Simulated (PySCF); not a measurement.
Si(vinyl)F3, C₂H₃F₃Si.
SMILES: `C=C[Si](F)(F)F`

Jobs on this species (9 atoms, 56 electrons) with PySCF (density fitting). Hardware of each: Intel Xeon at 2.50 GHz, one thread, no GPU, on a shared host. Other jobs ran on the host; a repeat could differ by tens of per cent or more. Peak memory is the resident size of the whole Python process, interpreter and libraries included.

| level and settings | work | basis functions | SCF cycles | wall time | peak memory |
| --- | --- | --- | --- | --- | --- |
| PBE0/pcSseg-1 | shieldings, charges and field gradients, density and orbital grids written | 124 | ? | ? | ? |
| B3LYP/pcSseg-1 | shieldings | 124 | 13 | 21 s | 0.68 GiB |
| delta-SCF UKS SCAN, pcX-2 on the ionised atom, pcseg-1 elsewhere, spin-free X2C | ΔSCF core ionisation, 5 holes | 145 | 84 | 58 s | 0.44 GiB |
| CAM-B3LYP/def2-SVPD | 10 singlets by full TDDFT, 4 Tamm–Dancoff triplets, polarisability, ΔSCF ions, density and orbital grids written | 157 | 13 | 1.7 min | 0.79 GiB |
| PBE0-D3(BJ)/def2-SVP, grid level 1 | geometry optimisation from a GFN2-xTB start shaken at random | 103 | 132 | 2.6 min | 0.41 GiB |

Q: Fill in the missing figures.

A: 
- PBE0/pcSseg-1; shieldings, charges and field gradients, density and orbital grids written: 33 s, 0.67 GiB, 13 SCF cycles

Q: What do all jobs in the table cost together?

A: About 6.2 min; the longest takes about 42 % of that, and about 7.4 times as long as the shortest.
